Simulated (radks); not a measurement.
Excited configurations of the ytterbium ion Yb53+: one electron is placed in a higher orbital outside [Ne] 3s2 3p4. The ground configuration is [Ne] 3s2 3p5. All-electron calculation, scalar-relativistic Kohn-Sham, r2SCAN, spin-polarised, spherical densities, finite nucleus; open shells are filled with parallel spins first (spin-orbit coupling, left out, can overturn this in heavy ions); meta-GGA in the generalised Kohn-Sham scheme; Fermi nuclear charge, rms radius 5.3108 fm. Program: a radial shooting solver on a logarithmic mesh with Libxc functionals. Excitation = E - E(ground); binding = E(ion) - E, where the ion is the core of charge +54; n* = 54/sqrt(2 binding) in atomic units. These energies are relativistic, and a one-electron ion of charge +54 with no core already has n* below n in this formula (scalar-relativistic equation, point nucleus: 3d 2.988, 4f 3.992, 5p 4.960, 5d 4.980, 6s 5.929, 6p 5.958, 6d 5.979, 6f 5.987, 7s 6.927, 7p 6.956, 7d 6.977, 7f 6.986). The quantum defect is therefore taken as that value minus n*, so that it holds no relativistic shift of the bare ion.

outer orbital	excitation (eV)	binding (eV)	n*	quantum defect	eigenvalue (eV)	<r> (bohr)
3d	336.42	4850.1	2.860	0.128	-4788.0	0.1745
4f	2641.5	2545.0	3.948	0.044	-2513.2	0.3189
5p	3447.9	1738.6	4.777	0.183	-1725.5	0.6164
5d	3518.2	1668.3	4.877	0.104	-1653.6	0.6049
6s	3954.8	1231.7	5.675	0.254	-1222.9	0.8961
6p	3997.1	1189.4	5.775	0.182	-1180.7	0.9091
6d	4037.0	1149.6	5.875	0.104	-1140.3	0.9032
6f	4062.5	1124.1	5.941	0.047	-1114.0	0.8687
7s	4295.7	890.80	6.674	0.254	-884.55	1.239
7p	4322.0	864.50	6.774	0.182	-858.37	1.257
7d	4346.8	839.73	6.874	0.104	-833.25	1.257
7f	4362.8	823.70	6.940	0.046	-816.92	1.226

The Delta-SCF ionisation energy is 5186.5 eV (NIST Atomic Spectra Database: 5101 eV, theoretical). Self-interaction in the functional shifts the binding energies and quantum defects, so they are the method's values and not measured ones. Open shells are spherical and high-spin; term and fine-structure splittings are not resolved. Spin-orbit splitting is averaged out at the scalar-relativistic level.
